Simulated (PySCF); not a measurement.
**[Pb(OH)3(H2O)]+ at several levels of theory**

Computed with PySCF 2.14.0 (density fitting, no spin-orbit coupling) at the geometry relaxed with PBE0:

```xyz
10
[Pb(OH)3(H2O)]+ (singlet)
Pb    0.1445   -0.2793    0.1839
O     0.7415    1.4423    1.1119
H     1.7120    1.4923    1.1565
O    -1.3265   -1.5179    0.8677
H    -1.7386   -1.1483    1.6682
O     1.3261   -1.0256   -1.3035
H     1.1621   -1.9779   -1.4207
O    -1.1835    1.1843   -1.0348
H    -0.9954    2.1316   -0.9407
H    -1.6586    1.0381   -1.8663
```

```tsv
level	basis	state	HOMO (eV)	gap (eV)	charge on Pb1 (e)	dipole about the centre of mass (D)	largest force component (eV/Å)
PBE0	Pb def2-SVP with ECP60, O def2-SVP, H def2-SVP	singlet	-14.02	5.24	1.23	2.84	0.02
revPBE	the same	singlet	-12.07	2.58	1.08	2.90	0.83
```

Charges are Mulliken's, which hang on the basis. The relaxation used the grid (50, 194), these runs (75, 302) or, all-electron (x2c bases, spin-free X2C Hamiltonian), (99, 590).

Problem. What does CAM-B3LYP with Pb def2-SVP with ECP60, O def2-SVP, H def2-SVP give here?

Solution. state singlet, HOMO (eV) -15.46, gap (eV) 7.75, charge on Pb1 (e) 1.19, dipole about the centre of mass (D) 2.86, largest force component (eV/Å) 0.22. Time: 22 s on 2 threads of Arm Neoverse V1, on a shared host, from an already converged density.

In the first row's basis the gap widens with exact exchange: 2.6 eV for revPBE (none); 5.2 eV for PBE0 (a fixed share); 7.7 eV for CAM-B3LYP (rising or full at long range).

No frequency check is given that shows the relaxed geometry to be a minimum.
